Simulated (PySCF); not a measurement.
**Hg⁶⁷⁺ (mercury, charge +67) across methods**

[Ne] 3s2 3p1, 2P determinant. All numbers are calculated (PySCF 2.14, the non-relativistic Hamiltonian (point nucleus), in an uncontracted even-tempered set (16 s from 20 bohr⁻², ratio 2.5; 10 p from 26 bohr⁻², ratio 2.5; 4 d from 97 bohr⁻², ratio 2.7; 4 f from 150 bohr⁻², ratio 2.7)).

| method | E (hartree) | mean ε 3s α (eV) | mean ε 3s β (eV) | mean ε 3p α (eV) | Σ⟨r²⟩ (bohr²) | ⟨S²⟩ |
| --- | --- | --- | --- | --- | --- | --- |
| r2SCAN | -12961.48 | -7561.2 | -7544.1 | -7418.2 | 0.1598 | 0.750 |
| PBE | -12960.95 | -7557.6 | -7543.6 | -7415.0 | 0.1596 | 0.750 |
| LDA | -12952.12 | -7554.9 | -7541.7 | -7411.8 | 0.1597 | 0.750 |
| PBE0 | -12961.14 | -7573.1 | -7555.6 | -7430.3 | 0.1597 | 0.750 |
| UHF | -12961.13734 | -7618.3 | -7589.6 | -7474.9 | 0.1598 | 0.751 |
| M06 | -12961.26 | -7575.5 | -7557.3 | -7429.6 | 0.1596 | 0.750 |

Question: Estimate the same row for revPBE.

Answer: E (hartree) = -12961.51; mean ε 3s α (eV) = -7557.7; mean ε 3s β (eV) = -7543.2; mean ε 3p α (eV) = -7415.2; Σ⟨r²⟩ (bohr²) = 0.1596; ⟨S²⟩ = 0.750.

A non-relativistic calculation at this Z misses sizeable relativistic shifts. Spin-orbit coupling, absent here, splits the open shell strongly.
